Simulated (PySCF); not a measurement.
BI₃, SMILES IB(I)I.

Geometry: PBE0-D3(BJ)/def2-SVP. The isomer is the one that the SMILES or the coordinates give; other isomers of the formula were not compared. The def2 effective core potentials stand for the cores of I; spin–orbit coupling is left out.

Two levels are set side by side: PBE/def2-TZVP (PySCF) and M06-2X/def2-TZVP (PySCF). Same geometry, gas phase. Differences are taken from unrounded values.

| quantity | M06-2X | PBE | PBE minus M06-2X |
|---|---|---|---|
| orbital gap (eV) | 6.69 | 3.02 | -3.68 |
| highest occupied level (eV) | -8.55 | -6.26 | 2.29 |
| lowest empty level (eV) | -1.86 | -3.25 | -1.39 |
| mean polarisability (bohr³) | 109.5 | 116.9 | 7.5 |

PBE's occupied levels lie high since its potential decays too fast outside the molecule; exact exchange lowers them and widens the gap. PBE's more diffuse valence density responds more strongly to a field. Differences between two approximate levels are no errors against the true value.

Rough cost on one machine, each run with all the roots and properties that it gave: M06-2X against PBE about 3 times.
